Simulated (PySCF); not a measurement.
## Computed properties of B(SH)3 (BH₃S₃), SMILES SB(S)S

B(SH)3 (BH3S3), SMILES SB(S)S. Geometry: PBE0-D3(BJ)/def2-SVP. The values are those of a single conformer. All values are computed for the isolated molecule unless a solvent is named; none is compared with measurement here.

**Structure.** The optimised structure has Cs symmetry. All 15 harmonic modes at PBE0-D3(BJ)/def2-SVP (PySCF) are real, so it is a minimum. With heavy atoms numbered as in [B:1]([SH:2])([SH:4])[SH:6], the shortest bond between them is B1–S6 at 1.808 Å and the longest B1–S2 at 1.810 Å.

**Vibrations.** The strongest infrared lines (harmonic, unscaled, degenerate partners summed) lie at 1063 cm⁻¹ (106 km/mol, B 66 %, H 22 %, S 12 %), 763 cm⁻¹ (103 km/mol, H 64 %, S 20 %, B 16 %), 1023 cm⁻¹ (98 km/mol, B 65 %, H 28 %). The softest mode is at 66 cm⁻¹ and the zero-point energy is 21.0 kcal/mol.

**Electronic structure.** M06-2X/def2-TZVP (PySCF) places the frontier levels at -8.67 and 0.06 eV, a gap of 8.73 eV, and gives a dipole moment of 1.66 D and a mean polarisability of 71.0 bohr³.

**Excitations.** TDA-ωB97X/def2-SVPD (PySCF) has S1 at 5.95 eV (208 nm, f = 0.000, dark); the most intense of the 10 singlets computed lies at 6.27 eV (f = 0.25). T1 (TDA) is at 5.29 eV, 0.66 eV under S1. No vertical singlet excitation falls in the visible range (under 3.1 eV).

**NMR.** GIAO shifts at PBE0/pcSseg-1 (PySCF) (non-relativistic, atoms alike by connectivity averaged): ¹H at 2.9 ppm against TMS; ¹¹B at 47.4 ppm against BF3.
